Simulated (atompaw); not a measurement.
Scattering properties, PAW (atompaw) potential for erbium (Er)

```
Element                 : Er (Z = 68)
Generator               : atompaw 4.2.0.5
Type                    : PAW
Functional              : LDA (PW92)
Relativity              : scalar-relativistic
Frozen core             : [Kr] 4d10 5s2
Valence charge          : 20
Reference configuration : 4f12 5p6 5d0 6s2 6p0
Partial waves           : 6s (bound): rc 3.00 bohr; 6s channel at 3 Ry: rc 3.00 bohr; 5p (bound): rc 2.30 bohr; 6p (bound, empty): rc 3.00 bohr; 5d (bound, empty): rc 3.00 bohr; 5d channel at 0.7 Ry: rc 3.00 bohr; 4f (bound): rc 1.05 bohr; 4f channel at 0.85 Ry: rc 1.05 bohr
Local potential         : troulliermartins scheme with l = 4 at 0 Ry, radius 2.75 bohr
Core correction         : smooth core density matched at 1.65 bohr
Augmentation charge     : sinc compensation charge, radius 2.50 bohr; PAW radius 3.00 bohr; waves and projectors: custom rrkj gramschmidtortho
```

The phase is arctan(r·u′/u) with u = r·R(r), unwrapped; energies in Ry, scanned from -4 to 5 Ry. A pole is an energy at which the radial function vanishes at the test radius. The pseudo phase is shifted by a multiple of π to meet the all-electron one at the reference energy, and phase errors are pseudo minus all-electron; the curves can meet again beyond the range given. Levels narrower than the energy grid can be missing from the lists of poles. Where the grid stepped over a known ghost or core level, its pole and its step of π were put in at the level’s energy.

| channel | radius (bohr) | reference energy (Ry) | poles, all-electron | poles, pseudo | unbroken range about the reference energy with phases within 0.05 rad | phase error 1 Ry above the reference energy (rad) |
| --- | --- | --- | --- | --- | --- | --- |
| s | 3.00 | -0.29 | -3.80, 1.94 | -1.07, 1.94 | -1.0 to 4.8 | +0.001 |
| p | 3.00 | -0.09 | -1.85, 3.24 | -1.85, 3.45 | below 5.0 | +0.018 |
| d | 3.00 | -0.08 | 0.64 | 0.64, 3.85 | below 2.1 | -0.000 |
| f | 3.00 | -0.25 | -0.22, 3.35 | -0.22, 3.33 | below 4.8 | -0.000 |

Note: ghost state, extra bound levels that the all-electron valence spectrum of the same l lacks: s at -14.5 eV. A true bound ghost makes a file unfit for plane-wave use.

Phases in the p channel:

| E (Ry) | all-electron | pseudo |
| --- | --- | --- |
| -4.00 | 1.386 | 1.387 |
| -3.76 | 1.378 | 1.379 |
| -3.52 | 1.369 | 1.369 |
| -3.28 | 1.357 | 1.357 |
| -3.04 | 1.342 | 1.343 |
| -2.80 | 1.321 | 1.322 |
| -2.56 | 1.288 | 1.289 |
| -2.32 | 1.214 | 1.214 |
| -2.08 | 0.661 | 0.663 |
| -1.84 | -1.586 | -1.586 |
| -1.60 | -1.725 | -1.725 |
| -1.36 | -1.779 | -1.779 |
| -1.12 | -1.819 | -1.819 |
| -0.88 | -1.858 | -1.858 |
| -0.64 | -1.903 | -1.903 |
| -0.40 | -1.960 | -1.960 |
| -0.16 | -2.040 | -2.040 |
| 0.08 | -2.162 | -2.162 |
| 0.32 | -2.369 | -2.368 |
| 0.56 | -2.752 | -2.746 |
| 0.80 | -3.359 | -3.344 |
| 1.04 | -3.898 | -3.880 |
| 1.28 | -4.204 | -4.188 |
| 1.52 | -4.372 | -4.358 |
| 1.76 | -4.474 | -4.461 |
| 2.00 | -4.543 | -4.530 |
| 2.24 | -4.592 | -4.580 |
| 2.48 | -4.630 | -4.617 |
| 2.72 | -4.661 | -4.647 |
| 2.96 | -4.687 | -4.672 |
| 3.20 | -4.709 | -4.693 |
| 3.44 | -4.730 | -4.712 |
| 3.68 | -4.749 | -4.729 |
| 3.92 | -4.768 | -4.745 |
| 4.16 | -4.787 | -4.761 |
| 4.40 | -4.808 | -4.776 |
| 4.64 | -4.830 | -4.792 |
| 4.88 | -4.855 | -4.809 |
